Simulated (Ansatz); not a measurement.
Reaction (cleavage of the Si–Si bond): `O[SiH2][SiH2]S` + NH₃ → `N[SiH2]S` + `O[SiH3]`

Program: Ansatz. Geometries: PBE0-D4/def2-TZVP. ΔE: electronic, gas phase. CCSD(T)/CBS is the MP2 limit (def2-TZVPP, def2-QZVPP) plus CCSD(T) − MP2 in def2-TZVPP, frozen cores. This one scheme is used for every species. Functionals use def2-TZVPP. One conformer a species, not always the lowest.

`O[SiH2][SiH2]S`:

Z-matrix (Å, degrees):
```
Si
Si 1 2.345
O 1 1.650 2 106.5
H 1 1.493 2 108.3 3 -120.4
H 1 1.484 2 114.3 3 118.6
S 2 2.160 1 104.3 3 40.1
H 2 1.486 1 112.9 3 -71.2
H 2 1.488 1 115.3 3 162.4
H 3 0.962 1 114.8 2 -30.8
H 6 1.345 2 94.9 1 62.7
```

NH₃:

```xyz
4

N    -0.083    0.243   -0.116
H    -0.438   -0.556   -0.626
H     0.926    0.159   -0.098
H    -0.405    0.154    0.840
```

`N[SiH2]S`:

Cartesian coordinates in Å:
```
N 0.808 1.022 -0.591
Si -0.034 -0.024 0.461
S -0.827 -1.726 -0.587
H 1.811 0.982 -0.653
H 0.391 1.383 -1.433
H -1.201 0.637 1.098
H 0.952 -0.429 1.493
H -1.900 -1.845 0.212
```

`O[SiH3]`:

Z-matrix (Å, degrees):
```
Si
O 1 1.648
H 1 1.489 2 111.7
H 1 1.489 2 111.7 3 120.9
H 1 1.481 2 105.9 3 -119.6
H 2 0.957 1 117.9 3 -60.5
```

```json
{"level": "r2SCANh-D4", "ΔE (kJ/mol)": "-50.4"}
{"level": "CAM-B3LYP", "ΔE (kJ/mol)": "-65.4"}
```

What does CCSD(T)/CBS give? (Estimate.)

Ansatz gave: -54.8 kJ/mol. The listed levels differ from it by 4.4, -10.6 kJ/mol.

Largest T1 diagnostic among the species: 0.012.

From PBE to PBE0 (25 % exact exchange), in def2-TZVPP and without D4, ΔE moves by −7.6 kJ/mol. In def2-TZVPP, CCSD(T) changes the Hartree–Fock value by +24.5 kJ/mol (the triples alone add +3.9 kJ/mol) and MP2 by +17.4 kJ/mol.
